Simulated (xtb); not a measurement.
xtb input:

```bash
xtb mol.xyz --gfn 2 --sp --chrg 1 --uhf 0
```
mol.xyz:
```
12

C     -0.83492360    -0.09696229     0.35795689
C     -1.02236341    -1.07740221     1.46587702
C     -2.01411894     0.23973817    -0.49057967
As     0.94449484     0.19688545    -0.34622908
H     -1.20394478    -2.09540030     1.08839663
H     -1.89820080    -0.81341417     2.06878536
H     -0.15915785    -1.12982578     2.13148358
H     -2.32364000    -0.60834452    -1.12044936
H     -1.82581433     1.08364366    -1.15636423
H     -2.87881736     0.48893267     0.13430273
H      0.74257292     1.66656348    -0.71280373
H      1.60710826     0.51838292     0.99268308
```

Question: Predict the final energy.

Answer: -12.36989 Eh (GFN2-xTB).

This state (charge 1, singlet) is run at the relaxed geometry of the species with charge 0 and multiplicity 2.
